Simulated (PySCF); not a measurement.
C6H11Cl.
Numbering: `[Cl:1][CH:2]1[CH2:3][CH2:4][CH2:5][CH2:6][CH2:7]1`

Structure used (GFN2-xTB), in Å, numbered top down from 1:
```
atom  x, y, z in Å
Cl1    1.9041   -0.3251    1.6648
C2     1.4567   -0.0192   -0.0471
C3     0.6414   -1.1911   -0.5776
C4    -0.7253   -1.2718    0.0971
C5    -1.4839    0.0408   -0.0711
C6    -0.6782    1.1912    0.5239
C7     0.6885    1.2918   -0.1477
H8     2.4105    0.0549   -0.5779
H9     1.1910   -2.1219   -0.4252
H10    0.5105   -1.0470   -1.6534
H11   -0.5888   -1.4768    1.1603
H12   -1.2967   -2.0949   -0.3354
H13   -2.4540   -0.0261    0.4246
H14   -1.6610    0.2285   -1.1333
H15   -0.5398    1.0216    1.5930
H16   -1.2155    2.1330    0.3981
H17    1.2714    2.0965    0.3042
H18    0.5600    1.5219   -1.2089
```

Definitions: NICS(0) = −σiso at the ring centroid; NICS(1) = −σiso and NICS(1)zz = −σzz at ±1 Å along the ring normal z. Level: GIAO PBE0/pcSseg-1 (PySCF, non-relativistic, gas phase) on the GFN2-xTB geometry, one conformer.

Ring bond lengths (Å), with Mayer bond orders in brackets: C2–C3 1.523 (1.00), C3–C4 1.526 (1.03), C4–C5 1.525 (1.04), C5–C6 1.525 (1.04), C6–C7 1.526 (1.03), C7–C2 1.523 (1.00).

Give the NICS values of each ring in ppm.

```tsv
ring	type	NICS(0)	NICS(1), two faces	NICS(1)zz, two faces	rms pucker (Å)	centre to ring atoms, mean (Å)
C2–C3–C4–C5–C6–C7	6-membered carbocycle; formal bonds all single	-1.9	-2.2 / -2.6	2.0 / 2.8	0.23	1.47
```

What do they say, and how far can they be read as aromaticity?

- C2–C3–C4–C5–C6–C7: mean NICS(1)zz 2.4 ppm, near zero. C2, C3, C4, C5, C6, C7 have four or more neighbours, and the NICS criterion for π rings isn't applied.

At the first NICS(1) probe listed for ring C2–C3–C4–C5–C6–C7, 1 Å off the ring, how large is the induced field along the normal in 7.05 T applied along it?

NICSzz × B0 = 2.0 ppm × 7.05 T = 14 μT, along the applied field.

Give the inner angles of the rings and the Hirshfeld charges of the ring atoms.

- C2–C3–C4–C5–C6–C7: C2 111.7° (+0.016 e), C3 111.5° (-0.076 e), C4 110.6° (-0.074 e), C5 110.1° (-0.070 e), C6 110.6° (-0.074 e), C7 111.5° (-0.076 e); sum 665.8° against 720° for a flat convex ring.

Hardware: one thread, Intel Xeon at 2.30 GHz (x86_64), no GPU, on a shared host. Cost: 30 s wall, 26 s CPU (grids of density and orbitals included), 1.2 GiB resident at most. This is the whole shielding run at PBE0/pcSseg-1, SCF included.
